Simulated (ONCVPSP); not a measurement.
# Ranking ONCV potentials for Bi

All share these settings but for the change named:

| Quantity | Value |
| --- | --- |
| Element | Bi |
| Generator | ONCVPSP 4.0.1 |
| Type | optimised norm-conserving Vanderbilt (ONCV) |
| Functional | LDA (Perdew-Zunger) |
| Relativity | scalar-relativistic |
| Frozen core | [Kr] 4d10 4f14 |
| Valence charge | 23 |
| Reference configuration | 5s2 5p6 5d10 6s1.5 6p3.5 |
| Partial waves | 5s+6s: rc 1.40 bohr, ncon 4, nbas 7, qcut 8 1/bohr, 2 projectors; 5p+6p: rc 1.65 bohr, ncon 4, nbas 7, qcut 9.4 1/bohr, 2 projectors; 5d: rc 1.80 bohr, ncon 4, nbas 9, qcut 10.6 1/bohr, 2 projectors, debl 1.8 Ha |
| Local potential | polynomial inside 1.15 bohr (lpopt 5, dvloc0 6 Ha) |
| Core correction | Teter function fitted to the true core (icmod 2), fcfact 0.65 |

Test errors are all-electron minus pseudo excitation energies from the reference, over 5s2 5p6 5d10 6s2 6p3; 5s2 5p6 5d10 6s2 6p2; 5s2 5p6 5d10 6s2 6p1; 5s2 5p6 5d9 6s2 6p4. None of these files shows a bound ghost.

The base gives 15.2 meV.

Of 8 variants that were run, those that failed, showed a ghost or another fault, or gave nearly equal values are left out.

A variant can come out equal or close to the base, since the largest error may sit in a test that the change hardly touches while other tests move.

(1) Rank these variants by their largest absolute test error, smallest first.
A. p: qcut 8
B. core correction Teter function, fcfact 3.75, rcfact 1.4
C. d: rc 2.56
D. s: qcut 6.2; p: qcut 7.3; d: qcut 8.2

Answers

(1) D (10.5 meV), A (15.2 meV), B (17.6 meV), C (345.6 meV).
